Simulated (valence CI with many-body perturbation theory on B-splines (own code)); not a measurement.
## Mo³⁺: calculated level list

Level of theory: relativistic CI+MBPT: three valence electrons over a frozen Dirac-Fock core [Kr], radial functions for each j: 7 s, 7 p, 8 d, 6 f, 4 g, 1 h, with the one-electron correlation potential Σ1, the two-electron term Σ2, the three-electron term Σ3, Breit, model QED; selected CI, second order for the rest, scaled by the run's own slope (own B-spline code, finite nucleus).

Set against measurement, 31 paired levels are off by 695 cm⁻¹ on average, the worst by 1569. These come from a selection out of Sugar and Musgrove, J. Phys. Chem. Ref. Data 17, 155 (1988). Levels without a partner in it may be off by more, other configurations by 1,000 to 8,000 cm⁻¹. Only levels of the ground parity were solved; by the run's estimate the other parity begins above the list, which can be wrong where configurations are misplaced.

Levels 1 to 34 of 34, with energies above the lowest level, 4d3 4F_3/2. "Leading %" is the weight of the configuration and term that name the level; weights of strongly mixed levels are sums over their largest components and can fall short, so below about 35 % the name and the second component can differ from the true leading terms, or belong to a minority configuration. Lifetimes count E1, E2, E3, M1 and M2 decay at the calculated energies, and are blank where another channel may lead or the interval is too uncertain; long ones can be off by a factor of two.

| No. | Configuration | Term | J | E (cm⁻¹) | Leading % | Lifetime | g |
| --- | --- | --- | --- | --- | --- | --- | --- |
| 1 | 4d3 | 4F | 3/2 | 0.0 | 99 |  | 0.403 |
| 2 | 4d3 | 4F | 5/2 | 773 | 99 | 50.4 s | 1.029 |
| 3 | 4d3 | 4F | 7/2 | 1748 | 99 | 24.9 s | 1.237 |
| 4 | 4d3 | 4F | 9/2 | 2856 | 98 | 27.4 s | 1.330 |
| 5 | 4d3 | 4P | 1/2 | 11056 | 93 | 17.1 s | 2.548 |
| 6 | 4d3 | 4P | 3/2 | 11068 | 84 |  | 1.662 |
| 7 | 4d3 | 2G | 7/2 | 11760 | 98 | 2.08 s | 0.891 |
| 8 | 4d3 | 4P | 5/2 | 12319 | 98 |  | 1.596 |
| 9 | 4d3 | 2G | 9/2 | 12450 | 81 | 1.44 s | 1.081 |
| 10 | 4d3 | 2P | 3/2 | 15008 | 43 | 814 ms | 1.154 |
| 11 | 4d3 | 2P | 1/2 | 15206 | 92 | 2.84 s | 0.788 |
| 12 | 4d3 | 2H | 9/2 | 15940 | 83 | 2.44 s | 0.943 |
| 13 | 4d3 | 2H | 11/2 | 16272 | 99 | 8.36 s | 1.091 |
| 14 | 4d3 | 2D | 5/2 | 17650 | 97 | 777 ms | 1.203 |
| 15 | 4d3 | 2D | 3/2 | 17938 | 53 | 679 ms | 1.047 |
| 16 | 4d3 | 2F | 7/2 | 25752 | 98 | 1.29 s | 1.142 |
| 17 | 4d3 | 2F | 5/2 | 26065 | 98 | 1.63 s | 0.859 |
| 18 | 4d3 | 2D | 5/2 | 40482 | 97 | 101 ms | 1.198 |
| 19 | 4d3 | 2D | 3/2 | 40800 | 98 | 98.2 ms | 0.799 |
| 20 | 4d2 5s | 4F | 3/2 | 61203 | 98 | 1.61 ms | 0.402 |
| 21 | 4d2 5s | 4F | 5/2 | 61931 | 98 | 1.58 ms | 1.028 |
| 22 | 4d2 5s | 4F | 7/2 | 63008 | 98 | 1.54 ms | 1.237 |
| 23 | 4d2 5s | 4F | 9/2 | 64347 | 99 | 1.50 ms | 1.333 |
| 24 | 4d2 5s | 2F | 5/2 | 69667 | 93 | 1.14 ms | 0.872 |
| 25 | 4d2 5s | 2F | 7/2 | 71827 | 96 | 1.10 ms | 1.141 |
| 26 | 4d2 5s | 4P | 1/2 | 72895 | 99 | 854 μs | 2.665 |
| 27 | 4d2 5s | 4P | 3/2 | 73296 | 92 | 874 μs | 1.665 |
| 28 | 4d2 5s | 4P | 5/2 | 73334 | 68 | 945 μs | 1.469 |
| 29 | 4d2 5s | 2D | 3/2 | 75062 | 88 | 1.17 ms | 0.878 |
| 30 | 4d2 5s | 2D | 5/2 | 76037 | 66 | 1.05 ms | 1.318 |
| 31 | 4d2 5s | 2G | 9/2 | 79764 | 98 | 1.02 ms | 1.112 |
| 32 | 4d2 5s | 2G | 7/2 | 79851 | 98 | 1.02 ms | 0.891 |
| 33 | 4d2 5s | 2P | 1/2 | 81318 | 97 | 1.13 ms | 0.673 |
| 34 | 4d2 5s | 2P | 3/2 | 82460 | 94 | 1.11 ms | 1.321 |

Names give the largest LS component (configuration and term), which can be under half, so a name can repeat, a term be missing and a line seem to break the LS rules; names also repeat where a configuration has a term twice.

The ionisation energy to 4d2 3F_2 of the next ion comes out as 40.038 eV (NIST: 40.33 ± 0.06 eV (semi-empirical), further off than twice its uncertainty). All 34 levels together are meant to be complete up to 82982 cm⁻¹.
